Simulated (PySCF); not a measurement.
From computed data to an observable: chemical shift, span and skew from a shielding tensor

SeCl₃, SMILES Cl[Se+](Cl)Cl, charge +1. Atoms are numbered in the order given.

```xyz
4

Se     0.0000     0.0000     0.5627
Cl     1.6454    -0.9500    -0.3752
Cl    -1.6454    -0.9500    -0.3752
Cl     0.0000     1.9000    -0.3752
```
Charge +1, spin multiplicity 1.

Geometry: PBE0-D3(BJ)/def2-SVP. The multiplicity is an assumed one; other spin states were not compared. The isomer is the one that the SMILES or the coordinates give; other isomers of the formula were not compared.

GIAO shieldings from HF/pcSseg-1 in PySCF, non-relativistic, no solvent. The symmetric part of the tensor of Se1 has the principal values 592.3, 599.5, 599.5 ppm. The same nucleus in Me2Se has σ = 1942.8 ppm at this level (PySCF, at its B3LYP-D3(BJ)/def2-TZVP geometry). Without spin–orbit terms, shifts of atoms bonded to Cl or Br come out too high.

Task: Work out the isotropic shielding, the ⁷⁷Se shift against Me2Se, the span and the skew.

Result: 
σ(iso) = (σ11 + σ22 + σ33)/3 = 597.1 ppm. δ = σ(ref) − σ(iso) = 1942.8 − (597.1) = 1345.7 ppm.
Span Ω = σ33 − σ11 = 7.2 ppm. Skew κ = 3(σ(iso) − σ22)/Ω = -1.00, an axial tensor. Tumbling in solution averages the tensor to δ; in a static solid the shielding alone would spread this spin-1/2 line over Ω.
